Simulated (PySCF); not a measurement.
Two species compared at the same levels of theory.

First species: C7H7FN2.
SMILES: `Fc1cnnc(C2CC2)c1`

Second species: 2,3-dihydrobenzo[b]thiophene, C8H8S.
InChI=1S/C8H8S/c1-2-4-8-7(3-1)5-6-9-8/h1-4H,5-6H2

Levels: PBE0/pcSseg-1 for dipole moment, HOMO energy, LUMO energy and HOMO–LUMO gap; GFN2-xTB for rotational constant A and rotational constant C. Geometries: GFN2-xTB. All species are isolated and taken at one optimised geometry, non-relativistic unless stated. Electronic properties by PySCF.

Dipoles, sizes and rotational constants follow the conformer. The torsions of the flexible species, by atom-mapped SMILES:
- `[F:1][c:2]1[cH:3][n:4][n:5][c:6]([CH:7]2[CH2:8][CH2:9]2)[cH:10]1`: N5–C6–C7–C8 33°

(1) Which of the two has the higher rotational constant A, and by how much?

(2) Which has the higher LUMO energy?

(3) Which of the two has the higher HOMO energy, and by how much?

(4) Which of the two has the higher dipole moment, and by how much?

(5) Which has the higher rotational constant C?

(6) Which of the two has the higher HOMO–LUMO gap, and by how much?

Answers

(1) The first: 3.441 GHz against 2.927 GHz, a difference of 0.514 GHz.

(2) The second: -0.30 eV against -1.41 eV, a difference of 1.11 eV.

(3) The second: -5.94 eV against -6.85 eV, a difference of 0.91 eV.

(4) The first: 2.91 D against 1.73 D, a difference of 1.18 D.

(5) The second: 0.898 GHz against 0.719 GHz, a difference of 0.179 GHz.

(6) The second: 5.64 eV against 5.44 eV, a difference of 0.20 eV.

On the first: In atomic units the dipole is 1.15 e·bohr (1 au = 2.5417 D).

On the second: The dipole equals about 5.8 × 10⁻³⁰ C·m (1 D = 3.33564 × 10⁻³⁰ C·m).
